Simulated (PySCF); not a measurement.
SMILES C#CC[SiH2]N (C3H7NSi), GFN2-xTB optimised geometry.

```
12

C      2.33     0.61     2.13
C      1.92     0.04     1.16
C      1.40    -0.63     0.00
Si    -0.52    -0.63     0.00
N     -0.95     1.03     0.00
H      2.71     1.11     2.97
H      1.77    -1.66    -0.02
H      1.76    -0.13    -0.90
H     -0.99    -1.43     1.14
H     -1.02    -1.20    -1.25
H     -0.43     1.66     0.59
H     -1.92     1.29    -0.01
```

Density from PySCF 2.14.0 with PBE/def2-TZVP at that geometry.

Minimum of the electron density along straight lines between bonded atoms, close to the bond critical point (lines longer than 1.1 times the sum of covalent radii, or with two minima, are not listed):

```csv
bond,length / Å,ρ at the minimum / e bohr⁻³,∇²ρ there / e bohr⁻⁵,position (fraction from the first atom)
C1–C2,1.198,0.419,-1.20,0.48
C2–C3,1.440,0.274,-0.71,0.53
C3–Si4,1.911,0.113,0.13,0.61
Si4–N5,1.721,0.133,0.55,0.40
C1–H6,1.049,0.296,-1.10,0.66
C3–H7,1.091,0.272,-0.89,0.64
C3–H8,1.092,0.272,-0.89,0.64
Si4–H9,1.472,0.124,0.14,0.50
Si4–H10,1.464,0.125,0.16,0.50
N5–H11,1.008,0.335,-1.61,0.73
N5–H12,1.007,0.337,-1.60,0.73
```
